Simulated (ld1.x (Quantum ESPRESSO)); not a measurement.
An all-electron radial function and its pseudo partner (H)

Columns: radius, all-electron u(r) and pseudo u(r) of the 1s shell (level -6.49 eV) of hydrogen in the configuration 1s1; PBE, non-relativistic, ultrasoft scheme, ld1.x (Quantum ESPRESSO) 7.5.

```
r (bohr)  all-electron  pseudo
   0.070        0.1252  0.0859
   0.140        0.2332  0.1703
   0.210        0.3257  0.2514
   0.280        0.4043  0.3281
   0.350        0.4706  0.3989
   0.420        0.5260  0.4630
   0.490        0.5718  0.5196
   0.560        0.6090  0.5682
   0.630        0.6387  0.6087
   0.700        0.6618  0.6413
   0.770        0.6791  0.6663
   0.840        0.6913  0.6842
   0.910        0.6991  0.6958
   0.980        0.7030  0.7020
   1.050        0.7035  0.7036
   1.120        0.7011  0.7016
   1.190        0.6963  0.6966
   1.260        0.6892  0.6893
   1.330        0.6804  0.6804
   1.400        0.6699  0.6699
   1.470        0.6582  0.6582
   1.540        0.6454  0.6454
   1.610        0.6317  0.6317
   1.680        0.6172  0.6172
   1.750        0.6022  0.6022
   1.820        0.5868  0.5868
```

(1) How many radial nodes do the two functions have?

(2) At about which radius was the pseudo-wave matched?

(3) Is the pseudo-wave norm-conserving?

Answers

(1) The all-electron 1s function has n − l − 1 = 0; the pseudo-wave has 0.

(2) 1.40 bohr. The columns agree to 0.0005 from 1.19 bohr on; several derivatives are matched, so the curves merge somewhat inside the radius.

(3) No, it belongs to an ultrasoft set: the norm inside the radius is not constrained, and the difference is carried by the augmentation charge.
